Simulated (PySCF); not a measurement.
NICS in isomers of C9H8O2.

Definitions: NICS(0) = −σiso at the ring centroid; NICS(1) = −σiso and NICS(1)zz = −σzz at ±1 Å along the ring normal z. Level: GIAO PBE0/pcSseg-1 (PySCF, non-relativistic, gas phase) on the GFN2-xTB geometries, one conformer each. Atom numbers follow the mapped SMILES.

Question: Order these rings by mean NICS(1)zz, lowest (most negative) first (ppm).
A. ring C4–C5–C6–C7–C8–C9–C10–C11 in `[O:1]=[CH:2][O:3][C:4]1=[CH:5]/[CH:6]=[CH:7]\[CH:8]=[CH:9]/[CH:10]=[CH:11]\1`
B. ring C4–C5–C6–C7–C8–C10 in `[CH2:1]=[C:2]([CH3:3])[C:4]1=[CH:5][CH:6]=[CH:7][C:8](=[O:9])[C:10]1=[O:11]`
C. ring C4–C5–C6–C7–C8–C9–C10 in `[CH3:1][C:2](=[O:3])[c:4]1[cH:5][cH:6][cH:7][cH:8][cH:9][c:10]1=[O:11]`
D. ring C5–C6–C7–C8–O9 in `[CH:1]1=[CH:2][O:3][C:4]([c:5]2[cH:6][cH:7][cH:8][o:9]2)=[CH:10][CH2:11]1`
E. ring C3–C4–C5–C6–C7–C8 in `[O:1]=[CH:2][c:3]1[cH:4][cH:5][cH:6][c:7]2[c:8]1[CH2:9][O:10][CH2:11]2`
F. ring C2–C3–C4–C5–C6–C10–C11 in `[CH2:1]=[C:2]1[CH:3]=[CH:4][CH:5]=[C:6]([C:7](=[O:8])[OH:9])[CH:10]=[CH:11]1`

Answer: E (-26.9), D (-24.7), C (-9.2), A (4.1), B (9.2), F (20.9).

```json
{"SMILES": "O=Cc1cccc2c1COC2", "ring": "6-membered carbocycle; formal bonds all aromatic", "NICS(0)": "-8.2", "NICS(1)": "-11.1", "NICS(1)zz": "-26.9", "HOMA": "0.99", "rms pucker (Å)": "0.00", "ring atoms with four or more neighbours": "0"}
{"SMILES": "C1=COC(c2ccco2)=CC1", "ring": "5-membered ring with O; formal bonds all aromatic", "NICS(0)": "-11.2", "NICS(1)": "-9.9", "NICS(1)zz": "-24.7", "HOMA": "0.49", "rms pucker (Å)": "0.00", "ring atoms with four or more neighbours": "0"}
{"SMILES": "CC(=O)c1cccccc1=O", "ring": "7-membered carbocycle; bonds drawn aromatic by RDKit's count", "NICS(0)": "-0.5", "NICS(1)": "-4.4", "NICS(1)zz": "-9.2", "HOMA": "0.33", "rms pucker (Å)": "0.13", "ring atoms with four or more neighbours": "0"}
{"SMILES": "O=COC1=C/C=C\\C=C/C=C\\1", "ring": "8-membered carbocycle; formal bonds 4 double, 4 single", "NICS(0)": "0.9", "NICS(1)": "-2.5", "NICS(1)zz": "4.1", "HOMA": "-0.27", "rms pucker (Å)": "0.42", "ring atoms with four or more neighbours": "0"}
{"SMILES": "C=C(C)C1=CC=CC(=O)C1=O", "ring": "6-membered carbocycle; formal bonds 2 double, 4 single", "NICS(0)": "10.8", "NICS(1)": "2.5", "NICS(1)zz": "9.2", "HOMA": "-0.79", "rms pucker (Å)": "0.06", "ring atoms with four or more neighbours": "0"}
{"SMILES": "C=C1C=CC=C(C(=O)O)C=C1", "ring": "7-membered carbocycle; formal bonds all aromatic", "NICS(0)": "11.0", "NICS(1)": "5.3", "NICS(1)zz": "20.9", "HOMA": "0.33", "rms pucker (Å)": "0.01", "ring atoms with four or more neighbours": "0"}
```

NICS(0) gives another order. The isotropic NICS(1) gives the same order. Over the 6 rings with a HOMA value its correlation coefficient with NICS(1)zz is -0.65. HOMA uses Krygowski's 1993 parameters. NICS(1) and NICS(1)zz are means over the two faces.
